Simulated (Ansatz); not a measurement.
def2 core potentials replace the inner electrons of Sn.

B3LYP has the VWN-RPA correlation part, as in Gaussian. 

**CH$_{3}$F$_{3}$O$_{3}$Sn, SMILES `[OH][Sn]([OH])([OH])[C](F)(F)F` (charge 0, multiplicity 1)**

Computed with Ansatz (a quantum-chemistry and plane-wave program) with B3LYP-D3(BJ)/def2-TZVP // PBE0-D3(BJ)/def2-SVP.

```
Quantity                                                                            Value
------------------------------------------------  ---------------------------------------
HOMO                                                                             -8.63 eV
dipole moment                                                                      1.92 D
LUMO                                                                             -2.10 eV
HOMO–LUMO gap                                                                     6.54 eV
vertical ionisation energy (Delta-SCF)                                           10.74 eV
adiabatic electron affinity (no zero-point term)                                  1.39 eV
electron reorganisation energy (four-point)                                      2.956 eV
total energy                                                                 -21219.51 eV
cost                                              about 2.2 core-minutes (a rough figure)
```

```xyz
11

O     -1.0761     0.4436     1.8059
Sn    -0.3897     0.1125    -0.0112
O     -1.5010    -1.2887    -0.8384
O     -0.6119     1.7662    -1.0592
C      1.7212    -0.4974     0.0495
F      1.8641    -1.6492     0.7042
F      2.4635     0.4219     0.6654
F      2.2040    -0.6602    -1.1817
H     -1.7956    -0.1653     2.0170
H     -1.9205    -0.9622    -1.6448
H     -0.9579     2.4788    -0.5066
```
